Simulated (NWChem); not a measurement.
System: GeH$_{4}$; SMILES [GeH4]

Parts of the log:

```
             Northwest Computational Chemistry Package (NWChem) 7.3.0
             --------------------------------------------------------

                             Geometry "geometry" -> ""
                             -------------------------

 Output coordinates in angstroms (scale by  1.889725989 to convert to a.u.)

  No.       Tag          Charge          X              Y              Z
 ---- ---------------- ---------- -------------- -------------- --------------
    1 Ge                  32.0000     0.00000003     0.00000056     0.00000008
    2 H                    1.0000    -0.62022597    -0.84771944    -1.04623492
    3 H                    1.0000     0.54248503    -0.86214044     1.07718908
    4 H                    1.0000    -1.02145397     0.91364856     0.56550408
    5 H                    1.0000     1.09919403     0.79619356    -0.59646092

 Effective nuclear repulsion energy (a.u.)      46.9998483792

                                Z-matrix (autoz)
                                --------

 Units are Angstrom for bonds and degrees for angles

      Type          Name      I     J     K     L     M      Value
      ----------- --------  ----- ----- ----- ----- ----- ----------
    1 Stretch                  1     2                       1.48254
    2 Stretch                  1     3                       1.48254
    3 Stretch                  1     4                       1.48254
    4 Stretch                  1     5                       1.48254
    5 Bend                     2     1     3               109.47021
    6 Bend                     2     1     4               109.47113
    7 Bend                     2     1     5               109.47178
    8 Bend                     3     1     4               109.47189
    9 Bend                     3     1     5               109.47115
   10 Bend                     4     1     5               109.47118

  pbe96 is a nonlocal functional; adding pw91lda local functional.

                           NWChem Geometry Optimization
                           ----------------------------

 maximum gradient threshold         (gmax) =   0.000450
 rms gradient threshold             (grms) =   0.000300
 maximum cartesian step threshold   (xmax) =   0.001800
 rms cartesian step threshold       (xrms) =   0.001200
 fixed trust radius                (trust) =   0.300000
 source of zmatrix                         =   autoz

[...]

      ----------------------
      Optimization converged
      ----------------------

  Step       Energy      Delta E   Gmax     Grms     Xrms     Xmax
  ---- ---------------- -------- -------- -------- -------- --------
@    3   -2078.76728746 -1.1D-08  0.00000  0.00000  0.00003  0.00006
                                     ok       ok       ok       ok

                                Z-matrix (autoz)
                                --------

 Units are Angstrom for bonds and degrees for angles

      Type          Name      I     J     K     L     M      Value     Gradient
      ----------- --------  ----- ----- ----- ----- ----- ---------- ----------
    1 Stretch                  1     2                       1.55021    0.00000
    2 Stretch                  1     3                       1.55023    0.00000
    3 Stretch                  1     4                       1.55026   -0.00000
    4 Stretch                  1     5                       1.55021    0.00000
    5 Bend                     2     1     3               109.46705    0.00000
    6 Bend                     2     1     4               109.47239    0.00000
    7 Bend                     2     1     5               109.47256    0.00000
    8 Bend                     3     1     4               109.47030   -0.00000
    9 Bend                     3     1     5               109.47365   -0.00000
   10 Bend                     4     1     5               109.47138   -0.00000

                         Geometry "geometry" -> "geometry"
                         ---------------------------------

 Output coordinates in angstroms (scale by  1.889725989 to convert to a.u.)

  No.       Tag          Charge          X              Y              Z
 ---- ---------------- ---------- -------------- -------------- --------------
    1 Ge                  32.0000     0.00001438     0.00001239    -0.00001587
    2 H                    1.0000    -0.64851568    -0.88644262    -1.09398388
    3 H                    1.0000     0.56722470    -0.90152670     1.12636093
    4 H                    1.0000    -1.06809587     0.95538375     0.59134609
    5 H                    1.0000     1.14937161     0.83255596    -0.62370986

 Effective nuclear repulsion energy (a.u.)      44.9475756771

                Final and change from initial internal coordinates
                --------------------------------------------------

                                Z-matrix (autoz)
                                --------

 Units are Angstrom for bonds and degrees for angles

      Type          Name      I     J     K     L     M      Value       Change
      ----------- --------  ----- ----- ----- ----- ----- ---------- ----------
    1 Stretch                  1     2                       1.55021    0.06768
    2 Stretch                  1     3                       1.55023    0.06770
    3 Stretch                  1     4                       1.55026    0.06772
    4 Stretch                  1     5                       1.55021    0.06767
    5 Bend                     2     1     3               109.46705   -0.00316
    6 Bend                     2     1     4               109.47239    0.00126
    7 Bend                     2     1     5               109.47256    0.00079
    8 Bend                     3     1     4               109.47030   -0.00159
    9 Bend                     3     1     5               109.47365    0.00250
   10 Bend                     4     1     5               109.47138    0.00020

[...]
```

Level: PBE/6-31G* (spherical d). 

**Question.** Reconstruct the input file.

**Answer.** One answer among several that fit: the input that was run:
```
start job
memory heap 200 mb stack 900 mb global 1100 mb
geometry units angstroms noautosym
  Ge     0.000000     0.000000     0.000001
  H     -0.620226    -0.847720    -1.046234
  H      0.542485    -0.862141     1.077190
  H     -1.021454     0.913648     0.565505
  H      1.099194     0.796193    -0.596460
end
basis spherical
  * library 6-31g*
end
dft
  xc xpbe96 cpbe96
  iterations 150
end
driver
  maxiter 150
end
task dft optimize
```
